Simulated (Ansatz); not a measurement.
A nudged elastic band was laid between two geometries of BH$_{3}$NPS (7 atoms, charge 0, multiplicity 1).

Theory: Ansatz, RKS PBE-D4/6-31G*.

```json
{"movable images": "5", "climbing image": "yes", "spring": "5.0 eV/Å²", "optimiser": "quadratic models (default)", "start path": "through a guess of the saddle point", "force threshold": "0.03 eV/Å", "iteration limit": "60", "end points": "relaxed"}
```

Initial state:

```xyz
7
Properties=species:S:1:pos:R:3
S -1.929 -0.221 -1.127
P 0.218 0.127 -1.306
B 0.793 0.596 0.476
N 0.997 -0.698 0.102
H -2.185 0.423 0.048
H 0.901 1.350 1.396
H 1.266 -1.646 0.365
```

Final state:

```xyz
7
Properties=species:S:1:pos:R:3
S -2.503 -0.720 -0.209
P -0.774 0.158 -0.447
B 0.616 0.602 0.776
N 0.782 -0.546 0.026
H -0.516 0.611 -1.775
H 1.115 1.225 1.664
H 1.341 -1.398 -0.081
```

(1) Which bonds break or form, and what moves?

(2) What energy profile does the band end with?

(3) What is the geometry of the highest image?

The band took 16 iterations and of the order of 2.8 core-minutes.

Results:

(1) Bonds broken: S1–H5. Bonds formed: P2–H5.

(2) The forces met the threshold. The highest image is number 4 of 0 to 6, 186.9 kJ/mol above the first end and 168.0 kJ/mol above the last; the last end lies 18.8 kJ/mol above the first. The profile has 2 maxima (images 1, 4) with wells between them (image 2): this band takes more than one step, which may be the mechanism or a detour left from its start path. Neighbouring images differ by up to 1.8 eV, so the band resolves the path poorly. A vibrational analysis at the climbing image gives one clearly imaginary mode, 1147i cm⁻¹: a first-order saddle point. The orbitals stay closed-shell, which can raise the energy where a bond breaks towards radicals; this wasn't checked here.

```
image  path coordinate (Å)  energy (kJ/mol)  S1–H5 (Å)  P2–H5 (Å)
    0                 0.00              0.0       1.36       2.77
    1                 1.05             12.4       1.36       2.71
    2                 2.09              6.0       1.36       2.69
    3                 3.14              9.7       1.36       2.41
    4                 4.19            186.9       1.86       1.52
    5                 4.80             75.1       2.47       1.42
    6                 5.42             18.8       2.86       1.43
```

(3) 
```xyz
7
Properties=species:S:1:pos:R:3
S -2.375 -0.469 -0.338
P -0.567 0.538 -0.505
B 0.815 0.566 0.905
N 0.870 -0.432 -0.028
H -1.287 0.066 -1.753
H 1.296 0.997 1.909
H 1.310 -1.333 -0.236
```

Time of the run: 2.8 min on 1 thread of Arm Neoverse V1 (shared host), peak memory 0.25 GiB.
